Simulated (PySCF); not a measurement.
**Assignment exercise: C₅H₅FO₂**

Molfile (atoms numbered from 1):
```
C5H5FO2
     RDKit          3D

 13 12  0  0  0  0  0  0  0  0999 V2000
   -1.7816   -1.6243    0.5038 C   0  0  0  0  0  0  0  0  0  0  0  0
   -0.8103   -0.7195    0.4419 C   0  0  0  0  0  0  0  0  0  0  0  0
   -0.9549    0.4312    1.1336 F   0  0  0  0  0  0  0  0  0  0  0  0
    0.4326   -0.8704   -0.2907 C   0  0  0  0  0  0  0  0  0  0  0  0
    1.3278    0.0884   -0.5304 C   0  0  0  0  0  0  0  0  0  0  0  0
    1.1836    1.5160   -0.1393 C   0  0  0  0  0  0  0  0  0  0  0  0
    1.9683    2.1133    0.5468 O   0  0  0  0  0  0  0  0  0  0  0  0
    0.1060    2.0823   -0.6895 O   0  0  0  0  0  0  0  0  0  0  0  0
   -2.6732   -1.4428    1.0760 H   0  0  0  0  0  0  0  0  0  0  0  0
   -1.7046   -2.5530   -0.0276 H   0  0  0  0  0  0  0  0  0  0  0  0
    0.6201   -1.8779   -0.6340 H   0  0  0  0  0  0  0  0  0  0  0  0
    2.2645   -0.1447   -1.0153 H   0  0  0  0  0  0  0  0  0  0  0  0
    0.0173    3.0018   -0.3931 H   0  0  0  0  0  0  0  0  0  0  0  0
  1  2  2  0
  2  3  1  0
  2  4  1  0
  4  5  2  0
  5  6  1  0
  6  7  2  0
  6  8  1  0
  1  9  1  0
  1 10  1  0
  4 11  1  0
  5 12  1  0
  8 13  1  0
M  END
```

One conformer, no relativistic terms, no solvent. GFN2-xTB geometry; NMR shieldings at PBE0/pcSseg-1/GIAO; PySCF.

δ = σ(ref) − σ, references computed at the same level: 13C, 1H vs TMS.

(1) Assign these signals to the numbered atoms. 13C{1H} NMR (computed): δ 172.4, 171.9, 135.8, 130.4, 106.2.

(2) Assign these signals to the numbered atoms. 1H NMR (400 MHz, computed): δ 6.38 (m, 1H), 6.32 (br s, 1H), 6.15 (m, 1H), 5.27 (m, 1H), 4.87 (m, 1H).

Results:

(1) 
| δ (ppm) | atoms | environment | reason |
| --- | --- | --- | --- |
| 172.4 | C2 | fully substituted alkene carbon | – |
| 171.9 | C6 | carboxylic acid carbon | lone-pair donation from the attached heteroatom keeps it upfield of a ketone carbonyl |
| 135.8 | C4 | β carbon of a C=C–C=O unit | conjugation with the carbonyl draws π density from the β position |
| 130.4 | C5 | α carbon of a C=C–C=O unit | the olefinic region |
| 106.2 | C1 | terminal =CH2 carbon | an sp2 carbon of a C=C bond |

C2 and C6 lie closer than the usual error of such a calculation, so a measured spectrum could show them in the other order.

(2) 
```tsv
δ (ppm)	atoms	environment	reason
6.38	H11	hydrogen on a β carbon of a C=C–C=O unit	a vinylic proton, deshielded by the sp2 carbon and the C=C anisotropy
6.32	H13	hydrogen on an acid hydroxyl oxygen	labile proton, position sensitive to the medium
6.15	H12	hydrogen on an α carbon of a C=C–C=O unit	a vinylic proton, deshielded by the sp2 carbon and the C=C anisotropy
5.27	H9	hydrogen on a terminal =CH2 carbon	olefinic region
4.87	H10	hydrogen on a terminal =CH2 carbon	–
```

H11 and H13 lie closer than the usual error of such a calculation, so a measured spectrum could show them in the other order.

The OH or NH signal is concentration- and solvent-dependent in practice; the value given is the gas-phase one. Splittings by 19F in the carbon and heteronuclear signals aren't shown, as no couplings were computed. Shifts are as computed. Against solution values, carbons near 30 ppm lie about +3 ppm off and those near 130 ppm about +5 ppm. Of 1211 compounds with measured shifts, 218 miss one by over three times the rms of a fit or turn the order of signals round; such compounds aren't used in these exercises. The C=O carbon of an acid or of an amide with N–H lies up to 10 ppm further downfield in solution, through hydrogen bonding that the calculation lacks. Multiplicities follow the n + 1 count of equivalent neighbours, as no J values were calculated; m marks all less simple cases, F and P coupling included.
